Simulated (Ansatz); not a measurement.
A nudged elastic band was laid between two geometries of a periodic cell of 17 atoms, NaAl16 (surface Al(110), adsorbate Na).

The calculation used DFT PBE, scalar-relativistic, plane waves, PAW in Ansatz. Settings: cutoff 420 eV, k mesh 3x4x1, gaussian smearing 0.15 eV, no spin polarisation.

```yaml
movable_images: 7
climbing_image: yes
spring: 5.0 eV/Å²
optimiser: quadratic models (default)
start_path: IDPP
force_threshold: 0.05 eV/Å
iteration_limit: 30
end_points: relaxed
atoms_held: 1 to 4
```

Image 0:

```xyz
17
Lattice="8.1000 0.0000 0.0000 0.0000 5.7276 0.0000 0.0000 0.0000 17.2957" Properties=species:S:1:pos:R:3
Al 2.025 1.432 1.000
Al 6.075 1.432 1.000
Al 2.025 4.296 1.000
Al 6.075 4.296 1.000
Al -0.012 -0.002 2.312
Al 4.062 -0.002 2.312
Al -0.012 2.865 2.312
Al 4.062 2.865 2.312
Al 2.025 1.432 3.829
Al 6.075 1.432 3.816
Al 2.025 4.296 3.829
Al 6.075 4.295 3.845
Al 0.020 -0.012 5.164
Al 4.030 -0.012 5.164
Al 0.021 2.876 5.163
Al 4.028 2.876 5.162
Na 6.071 1.441 7.105
```

Image 8:

```xyz
17
Lattice="8.1000 0.0000 0.0000 0.0000 5.7276 0.0000 0.0000 0.0000 17.2957" Properties=species:S:1:pos:R:3
Al 2.025 1.432 1.000
Al 6.075 1.432 1.000
Al 2.025 4.296 1.000
Al 6.075 4.296 1.000
Al -0.012 0.002 2.312
Al 4.062 0.002 2.312
Al -0.012 2.862 2.312
Al 4.062 2.862 2.312
Al 2.025 1.433 3.829
Al 6.075 1.431 3.845
Al 2.025 4.295 3.829
Al 6.075 4.296 3.816
Al 0.021 0.012 5.163
Al 4.028 0.012 5.162
Al 0.020 2.852 5.164
Al 4.030 2.852 5.164
Na 6.071 4.305 7.105
```

Which bonds break or form, and what moves?

The atom that moves furthest is Na17, by 2.86 Å; four of its nearest neighbours are Al16 3.16, Al15 3.17, Al14 3.17, Al13 3.17 Å at the first end and Al14 3.16, Al13 3.17, Al16 3.17, Al15 3.17 Å at the last.

What energy profile does the band end with?

The run converged. The highest image is number 4 of 0 to 8, 0.113 eV above the ends, which have the same energy within 2 meV. By the program's own check the climbing image is a first-order saddle point (lowest curvatures found: -0.27 and 0.15 eV/Å²). Limits of this set-up: coarse k mesh, thin slab, slab without dipole correction, a typed lattice constant that wasn't relaxed here.

| image | path coordinate (Å) | energy (eV) | Al10–Na17 (Å) | Al12–Na17 (Å) |
| --- | --- | --- | --- | --- |
| 0 | 0.00 | 0.000 | 3.29 | 4.33 |
| 1 | 0.37 | 0.015 | 3.32 | 4.14 |
| 2 | 0.73 | 0.054 | 3.39 | 3.94 |
| 3 | 1.10 | 0.095 | 3.49 | 3.77 |
| 4 | 1.46 | 0.113 | 3.61 | 3.61 |
| 5 | 1.83 | 0.095 | 3.77 | 3.49 |
| 6 | 2.20 | 0.053 | 3.95 | 3.39 |
| 7 | 2.57 | 0.014 | 4.15 | 3.32 |
| 8 | 2.94 | 0.000 | 4.33 | 3.29 |

What is the geometry of the highest image?


```xyz
17
Lattice="8.1000 0.0000 0.0000 0.0000 5.7276 0.0000 0.0000 0.0000 17.2957" Properties=species:S:1:pos:R:3:forces:R:3
Al 2.025 1.432 1.000 0.00 -0.01 0.02
Al 6.075 1.432 1.000 0.00 0.01 -0.03
Al 2.025 4.296 1.000 0.00 0.01 0.02
Al 6.075 4.296 1.000 0.00 -0.01 -0.03
Al -0.023 0.000 2.321 0.00 0.00 0.00
Al 4.072 0.000 2.322 0.00 0.00 0.00
Al -0.005 2.864 2.299 -0.01 0.00 0.00
Al 4.054 2.864 2.295 0.01 0.00 0.01
Al 2.023 1.395 3.815 0.00 -0.01 -0.01
Al 6.076 1.444 3.846 0.00 0.01 0.00
Al 2.023 4.333 3.815 0.00 0.01 -0.01
Al 6.076 4.284 3.845 0.00 -0.01 0.00
Al -0.026 0.000 5.203 0.01 0.00 0.00
Al 4.075 0.000 5.200 -0.01 0.00 0.00
Al 0.094 2.864 5.116 0.01 0.00 -0.01
Al 3.955 2.864 5.108 0.00 0.00 0.01
Na 6.073 2.864 7.167 0.00 0.00 0.01
```

Run time: 10 min on 2 threads of Intel(R) Xeon(R) Platinum 8488C (Sapphire Rapids), on a shared host, peak memory 2.1 GiB.
